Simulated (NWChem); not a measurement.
System: HfSClF; SMILES [F][Hf](=[S])[Cl]

The following NWChem deck was run.

```
start job
memory heap 200 mb stack 900 mb global 1100 mb
geometry units angstroms noautoz
  Hf    -0.369169     0.010910     0.445839
  S      0.684435    -1.843259    -0.136045
  F     -2.175280    -0.032174    -0.168940
  Cl     0.862406     1.928751    -0.146544
end
basis spherical
  * library def2-svp
end
ecp
  Hf library def2-ecp
end
dft
  xc b3lyp
  iterations 150
  mulliken
end
task dft energy
```

All runs use the structure optimised with PBE0/def2-SVP. B3LYP is NWChem's, with the RPA form of VWN correlation. def2 effective core potentials on Hf; no spin-orbit coupling.

Task: What results follow from this input? (B3LYP/def2-SVP with def2 effective core potentials on Hf.) Quantities: energy (Ha); highest occupied level (eV); orbital gap (eV); dipole (D).

Result: 
```yaml
energy (Ha): -1006.13
highest occupied level (eV): -7.00
orbital gap (eV): 3.08
dipole (D): 4.74
```
